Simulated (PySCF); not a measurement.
N-methyl-N-silylmethanamine (C2H9NSi), SMILES CN(C)[SiH3].

The structure is a stationary point at r2SCAN-D4/def2-SVP.

Calculation: PySCF with PBE/def2-TZVP.

Gas-phase values at a fixed geometry.

### Question
Estimate the frontier levels, gap, dipole moment and polarisability. (Estimate from the structure and the level; the computed values follow.)

### Answer

```
Item                                                                                                           Result
---------------------------------------------------------------------------------------------  ----------------------
highest occupied level                                                                                       -5.08 eV
lowest empty level                                                                                           -0.31 eV
orbital gap                                                                                                   4.77 eV
dipole moment                                                                                                  0.97 D
quadrupole, principal values (traceless, Buckingham form, about the centre of nuclear charge)   -2.13, 0.01, 2.11 D·Å
mean static polarisability                                                                       63.6 bohr³ (9.42 Å³)
polarisability, principal values                                                               56.2, 63.7, 70.7 bohr³
```
